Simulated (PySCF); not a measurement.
Mg(F)(OH) (FHMgO), SMILES [OH][Mg][F].

The structure is a stationary point at PBE-D3(BJ)/def2-TZVP. Other conformers were not sampled.

Calculation: C-PCM-B3LYP/def2-SVP in PySCF 2.14.0.

The values are the electrostatic part of the solvation free energy, E(continuum) − E(gas) at the gas-phase geometry, in a cavity of scaled van der Waals radii (PySCF's table); cavitation and dispersion terms are not included. A continuum can't describe solvent molecules that bind to the metal. In vacuum the orbital gap is 6.05 eV. The dipole moment in vacuum is 2.14 D.

Computed values in water (ε = 78.36), chloroform (ε = 4.71), 1-octanol (ε = 9.86):
| solvent | ε | ΔG(elec) (kcal/mol) | dipole (D) | gap (eV) |
|---|---|---|---|---|
| water | 78.36 | -16.4 | 2.33 | 6.47 |
| chloroform | 4.71 | -12.9 | 2.29 | 6.38 |
| 1-octanol | 9.86 | -14.8 | 2.32 | 6.43 |
